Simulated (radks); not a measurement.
Species: Ga3+. Configuration: [Ar] 3d10.

All-electron calculation, scalar-relativistic Kohn-Sham, PBEsol, spin-polarised, spherical densities, finite nucleus; Fermi nuclear charge, rms radius 3.9973 fm. Program: a radial shooting solver on a logarithmic mesh with Libxc functionals.

Energy parts (hartree):
total: -1940.31931
kinetic: 1973.15132
electron-nucleus: -4643.16388
Hartree: 802.91906
exchange-correlation: -73.22581

Orbitals (lengths in bohr, moments of r in powers of bohr):
orbital,occ.,eigenvalue (hartree),<r^2>,<r^4>
1s,2,-376.8682,0.003182,0.00002605
2s,2,-47.57439,0.05605,0.005449
2p,6,-41.58779,0.04462,0.004013
3s,2,-6.66595,0.4916,0.3917
3p,6,-4.86165,0.5437,0.5165
3d,10,-1.92780,0.7927,1.511

The highest occupied level is 3d at -52.458 eV. For comparison, the ionisation energy in NIST's Atomic Spectra Database is 63.24 eV (measured). In exact Kohn-Sham theory the highest level is minus the ionisation energy, but local and semilocal functionals leave it too shallow, through self-interaction and a potential that decays too fast; potentials with the right tail come closer. Summed over all electrons, <r^2> = 12.56 bohr^2, which gives a Langevin (diamagnetic) susceptibility term of -9.95 x 10^-6 cm^3/mol.
